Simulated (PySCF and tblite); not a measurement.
Results of a calculation; reference values are marked as such.
System: C5H8Si, numbered as in [SiH3:1][CH:2]1[CH:3]=[CH:4][CH:5]=[CH:6]1.

For the shift of Si1 from C2 to C6: electronic barrier 12.03 kcal/mol, zero-point change -0.09 kcal/mol, thermal and entropy terms at 298.15 K a further 0.65 kcal/mol (symmetry numbers apart). The minimum is Cs, the saddle Cs. Geometries: B3LYP-D3(BJ)/def2-SVP; energies: BP86/pcSseg-1 + D3(BJ); zero-point and thermal terms from GFN2-xTB harmonic modes (soft modes blended into free rotors). Rates follow Eyring's equation with the number of equivalent paths and no tunnelling. Programs: tblite and PySCF.

How many equivalent paths lead out of the minimum?

2: the symmetry number of the minimum is 1, that of the saddle displaced along its mode 1, and the displaced saddle is chiral while the minimum is not, which doubles the count.

Work out the rate at 298.15 K.

ΔG‡ = 12.59 kcal/mol; k_B T/h = 6.2×10¹² s⁻¹; exp(−ΔG‡/RT) = 5.9×10⁻¹⁰; times 2 gives k = 7350 s⁻¹. Wigner's tunnelling factor for the 259i cm⁻¹ mode would be 1.06.
